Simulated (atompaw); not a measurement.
## vanadium: one change to a PAW (atompaw) potential, before and after

* Element: vanadium
* Generator: atompaw 4.2.0.5
* Type: PAW
* Functional: LDA (PW92)
* Relativity: scalar-relativistic
* Frozen core: [Ar]
* Valence charge: 5
* Reference configuration: 3d3 4s1.5 4p0.5
* Partial waves: 4s (bound): rc 3.00 bohr; 4s channel at 2.05 Ry: rc 3.00 bohr; 4p (bound): rc 3.00 bohr; 4p channel at 1.05 Ry: rc 3.00 bohr; 3d (bound): rc 2.55 bohr; 3d channel at 2.65 Ry: rc 2.55 bohr
* Local potential: troulliermartins scheme with l = 3 at 1 Ry, radius 2.30 bohr
* Core correction: smooth core density matched at 2.15 bohr
* Augmentation charge: sinc compensation charge, radius 2.80 bohr; PAW radius 3.00 bohr; waves and projectors: custom rrkj gramschmidtortho

All-electron outer shells of the reference configuration (LDA (PW92), scalar-relativistic, ld1.x):

```csv
shell,level (eV),outermost node (bohr),outermost maximum (bohr)
3s,-70.56,0.38,0.82
3p,-44.69,0.35,0.84
3d,-6.07,–,0.88
4s,-5.29,1.17,2.69
4p,-1.89,1.30,3.59
```

Change: augmentation sinc compensation charge, radius 2.80 bohr; PAW radius 3.00 bohr; waves and projectors: custom polynom2 7 10 vanderbiltortho.

Cutoffs: the cutoffs (Ry, on a coarse ladder) from which the occupation-weighted sum of valence levels, in a spherical-Bessel basis at the reference potential, stays within 10 and 1 mRy of its value at 400 Ry; they do not see the model core or the augmentation charge, which bear on the density cutoff.

**Question.** What does the change do?

**Answer.** The potential gets harder (15 Ry and 18 Ry → 25 Ry and 50 Ry); the range in which the d phases agree narrows (upper end 4.8 → 0.3); neither file shows a bound ghost.

| quantity | base | changed |
| --- | --- | --- |
| cutoff, loose | 15 Ry | 25 Ry |
| cutoff, tight | 18 Ry | 50 Ry |
| loose cutoff by channel (10 mRy a level) | s 6 Ry, p 6 Ry, d 12 Ry | s 6 Ry, p 6 Ry, d 15 Ry |
| bound ghosts | none | none |
| s: phases at 3.01 bohr within 0.05 rad from the reference energy up to (Ry; the scan ends near 5) | 1.0 | 1.5 |
| p: phases at 3.01 bohr within 0.05 rad from the reference energy up to (Ry; the scan ends near 5) | 3.0 | 2.8 |
| d: phases at 3.01 bohr within 0.05 rad from the reference energy up to (Ry; the scan ends near 5) | 4.8 | 0.3 |
| lowest overlap eigenvalue by channel | s 0.63, p 0.53, d 0.85 | s 0.80, p 0.95, d 1.00 |

 The cutoffs see the waves, projectors and local potential, not the compensation charge or the core.
